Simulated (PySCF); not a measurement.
Does the answer move with the share of exact exchange?

Compound: C₂H₁₀AsGa.
SMILES with atom numbers: `[CH3:1][CH2:2][AsH2+:3][GaH3-:4]` (hydrogens: H5, H6, H7 on C1; H8, H9 on C2; H10, H11 on As3; H12, H13, H14 on Ga4)

Torsions of this conformer, `[CH3:1][CH2:2][AsH2+:3][GaH3-:4]`: C1–C2–As3–Ga4 -179°.

PySCF, def2-SVPD basis, density fitting, gas phase, PBE0-D3(BJ)/def2-SVP geometry; singlet excitations by full TDDFT with frozen cores and triplets by Tamm–Dancoff TDDFT. One functional is left out:

| functional | exact exchange (%) | HOMO energy (eV) | LUMO energy (eV) | lowest singlet excitation (eV) | lowest triplet excitation (eV) | dipole moment (D) | mean polarisability (au) |
| --- | --- | --- | --- | --- | --- | --- | --- |
| LDA | 0 | -6.53 | -1.32 | 5.28 | 5.14 | 4.730 | 103.3 |
| PBE | 0 | -6.48 | -1.12 | 5.42 | 5.26 | 4.705 | 100.7 |
| PBE0 | 25 | -7.68 | -0.35 | 6.28 | 5.92 | 4.805 | 96.6 |
| BHandHLYP | 50 | -8.85 | 0.32 | 6.91 | 6.17 | 4.790 | 93.3 |

**Question.** Predict the row of B3LYP (20 % exact exchange) by straight lines through the other rows, and check it.

**Answer.** 
```csv
property,line,computed,computed − line,"PBE0 (25 %), for comparison"
HOMO energy (eV),-7.44,-7.51,-0.07,-7.68
LUMO energy (eV),-0.58,-0.61,-0.03,-0.35
lowest singlet excitation (eV),6.01,6.10,+0.09,6.28
lowest triplet excitation (eV),5.65,5.87,+0.22,5.92
dipole moment (D),4.760,4.696,-0.064,4.805
mean polarisability (au),98.3,97.3,-1.0,96.6
```

**Question.** Which of these properties follows the share of exact exchange most closely, and which least?

**Answer.** Most closely the HOMO energy, least the dipole moment; the correlations over the tabulated rows are HOMO energy -1.000, lowest singlet excitation 0.993, LUMO energy 0.992, lowest triplet excitation 0.968, mean polarisability -0.964, dipole moment 0.821. The HOMO energy moves by -0.469 eV for every 10 %. Functionals with the same share still differ in their other parts: at 0 % LDA and PBE differ by 0.05 eV in it.
